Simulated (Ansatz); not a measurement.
A run for Ansatz (a program for electronic structure): R-PBE0/def2-TZVPP on CuBr, 2S+1 = 1, a spin state set in the input, which need not be the lowest, a point of a bond scan (R = 2.216 Å).

Ansatz 0.2 input:
```yaml
crystal:
  periodic: [false, false, false]
  atoms:
    - {symbol: Cu, position_ang: [0.00000000, 0.00000000, 0.00000000]}
    - {symbol: Br, position_ang: [0.00000000, 0.00000000, 2.21578700]}
basis:
  gaussian:
    orbitals: def2-TZVPP
    pivot_positions_ang: [[0.00000000, 0.00000000, 0.00000000], [0.00000000, 0.00000000, 2.21578700]]
hamiltonian:
  xc: {name: PBE0}
output: {forces: true, orbitals: {seedname: ./end}}
```

The log:

```
Functional definition: PBE0
[...]
integrals: 0.06 GiB planned
864 factors; integrals over basis functions are off by at most 3.7e-4 eV
mean field: 0.47 GiB planned
mean field evaluation 1: about -114670.5025 eV, gradient 6.0e1 eV
mean field evaluation 2: about -114602.4125 eV, gradient 2.9e2 eV
mean field evaluation 4: about -114673.3979 eV, gradient 1.1e1 eV
mean field evaluation 8: about -114673.6586 eV, gradient 3.7e-1 eV
mean field evaluation 16: about -114673.6593 eV, gradient 2.4e-4 eV
mean field -114673.65926491 eV, -4214.1792493874 hartree, gradient 3.9e-5 eV, S^2 0.000000; 0 other end points of the search recorded, 0 dependent functions left out
the calculation of the forces begins
reference -114673.65928941 eV, -4214.1792502879 hartree; 32, 32 occupied and 80, 80 virtual orbitals, 864 factors
Total energy: -114673.65928941 eV, -4214.1792502879 hartree
Atom 0 at     0.000000     0.000000     0.000000 Å, force     0.000000    -0.000000     0.102552 eV/Å
Atom 1 at     0.000000     0.000000     2.215787 Å, force    -0.000000    -0.000000    -0.102552 eV/Å
Dipole moment:    -0.000000     0.000000    -1.041869 e Å
```

The calculation finished and met its thresholds.

Cost: roughly 5 core-seconds.
